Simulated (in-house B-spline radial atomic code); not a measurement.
## B97-1 excitations of Ca IX (Ca8+)

Method: B97-1. Computed with a B-spline radial code for spherical atoms: linear response of the closed shell [Ne] 3s2 with the functional's adiabatic kernel; non-relativistic, point nucleus, no spin-orbit coupling, no double excitations, S, P, D and F terms only.

Command:
```bash
python run_td.py task.json out
```
Settings (radii: box in bohr, nucleus in fm):
```
Z                        20
electrons                12
configuration            [Ne] 3s2
hamiltonian              nr
method                   b97_1
box_radius               11.59
intervals                50
```

Cost of the run: 0.4 s on 1 thread of Arm Neoverse N1, on a shared host.

The lowest states, in the order of their Tamm-Dancoff energies; the method's threshold (minus the highest occupied level) is 179.73 eV. Labels give the largest channel, * marks a mixed state, and oscillator strengths are full-response dipole values. Semilocal kernels can invert the small singlet-triplet splittings of Rydberg terms. Energies in eV:

| state | full response | Tamm-Dancoff | oscillator strength |
| --- | --- | --- | --- |
| 3s → 3p 3P | 16.517 | 16.996 | - |
| 3s → 3p 1P | 25.744 | 26.527 | 1.01 |
| 3s → 3d 3D | 47.80 | 47.93 | - |
| 3s → 3d 1D | 51.44 | 51.45 | - |
| 3s → 4s 3S | 93.19 | 93.20 | - |
| 3s → 4s 1S | 94.95 | 94.98 | - |
| 3s → 4p 3P | 100.89 | 100.91 | - |
| 3s → 4p 1P | 101.53 | 101.55 | 0.281 |
| 3s → 4d 3D | 111.55 | 111.56 | - |
| 3s → 4d 1D | 111.87 | 111.87 | - |
| 3s → 4f 3F | 115.64 | 115.67 | - |
| 3s → 4f 1F | ? | ? | - |
| 3s → 5s 3S | ? | ? | - |
| 3s → 5s 1S | 130.38 | 130.39 | - |
| 3s → 5p 3P | 133.40 | 133.40 | - |
| 3s → 5p 1P | 133.56 | 133.57 | 0.0927 |

(1) Where does 3s → 4f 1F lie?

(2) Where does 3s → 5s 3S lie?

(3) How large is the singlet-triplet splitting of 3s → 3p (P terms) in Tamm-Dancoff?

(4) What polarisabilities and dispersion coefficient does the method give?

## Answers

(1) At 115.94 eV in full response, 115.95 eV in Tamm-Dancoff.

(2) At 129.79 eV in full response, 129.79 eV in Tamm-Dancoff.

(3) 9.53 eV, from the unrounded values.

(4) Dipole 1.181 bohr³, quadrupole 0.6613 bohr⁵, C6 1.069 hartree·bohr⁶ for two such species.
